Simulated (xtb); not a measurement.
Cl$_{4}$Pt, charge -2, singlet, at a GFN2-xTB geometry (such geometries of metal compounds can be far from the true shape). Base run: GFN2-xTB in xtb.

The xtb input:
```
$ xtb mol.xyz --gfn 2 --chrg -2 --json

# file mol.xyz
5

Pt     0.00000000    -0.00000000     0.00000000
Cl     2.15416113    -0.88643382     0.05491437
Cl     0.88652359     2.15481268     0.00699610
Cl    -2.15416113     0.88643382    -0.05491437
Cl    -0.88652359    -2.15481268    -0.00699610
```

Variants of this job, named by their change:

| change | ΔE vs base (kJ/mol) | HOMO-LUMO gap (eV) | G_solv (kcal/mol) | SCF cycles |
|---|---|---|---|---|
| base | 0.00 | 1.89 | - | 10 |
| acc = 30 | 0.00 | 1.89 | - | 8 |
| acc = 0.0001 | 0.00 | 1.89 | - | 14 |
| gbsa = chcl3 | -637.1 | 1.90 | -152.34 | 10 |
| gbsa = methanol | -738.5 | 1.92 | -177.11 | 10 |
| alpb = acetone | -678.6 | 1.91 | -162.42 | 10 |
| acc = 1000 | 0.05 | 1.89 | - | 5 |
| file = coord | 0.00 | 1.89 | - | 10 |
| etemp = 3000 | -4.01 | 1.89 | - | 9 |

ALPB and GBSA are two models with their own fitted parameters for each solvent, which aren't always the measured dielectric constant.
